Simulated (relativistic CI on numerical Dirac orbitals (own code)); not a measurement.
## Mn⁶⁺ in a cubic cluster: 2p photoemission with charge transfer

Computed with a charge-transfer multiplet model of a cubic metal-ligand cluster with up to 2 ligand holes, Slater and spin-orbit integrals from Dirac-Coulomb-Breit ions, Slater integrals scaled by 0.7. The ground state mixes d1 with configurations of k ligand holes L, whose averages lie at kΔ + k(k − 1)U_dd/2; a core hole lowers each added d electron by U_cd. 20 K, Lorentzian 0.6 eV and Gaussian 0.8 eV FWHM.

Atomic integrals in eV (Slater integrals scaled, ζ unscaled), ground: F2dd 9.285, F4dd 5.869, zeta_d 0.064; with the core hole: F2dd 9.285, F4dd 5.869, zeta_d 0.092, zeta_core 6.783, F2cd 6.807, G1cd 5.482, G3cd 3.126. Where a configuration has fewer than two d electrons, the dd integrals are those of d2.

Cluster parameters (eV): Δ = 0.7, U_dd = 6.2, U_cd = 7.4, 10Dq(ligand) = 1, V(eg) = 3.4, V(t2g) = -1.76, final-state hopping factor = 0.8.

```tsv
Case	n_d	d1	d2L	d3L2	S
10Dq = 2.05 eV	1.89	0.28	0.54	0.17	0.50
10Dq = 2.35 eV	1.88	0.29	0.54	0.17	0.50
10Dq = 3.25 eV	1.88	0.29	0.55	0.17	0.50
```

Weights, n_d and S are thermal averages at 20 K. Binding energies count from the first peak over 30 % of the highest in each spectrum, which can be another peak from case to case. The parameters are a model scan and need not match a compound or its usual spin state. Peaks in eV (height, largest 100):
- 10Dq = 2.05 eV: 0.0 (100), 4.5 (10), 7.7 (7), 11.1 (45)
- 10Dq = 2.35 eV: 0.0 (100), 4.6 (10), 7.8 (8), 11.1 (45)
- 10Dq = 3.25 eV: 0.0 (100), 4.8 (10), 6.9 (8), 11.2 (45), 24.5 (5)

For the case 10Dq = 2.35 eV, Δ = 0.7 eV is smaller than U_dd = 6.2 eV, the charge-transfer side of the Zaanen-Sawatzky-Allen scheme. With the core hole the average of the configuration with one ligand hole lies at Δ − U_cd = -6.7 eV before mixing: the effective hopping of about 5.9 eV (from the holes of the mixed ground state) is comparable with this gap or larger, so the configurations mix strongly.

With at most 2 ligand holes the space is cut while the next configuration still counts, so covalency is underestimated, and a final configuration with one more ligand hole, which can lie low, is missing from the spectra.
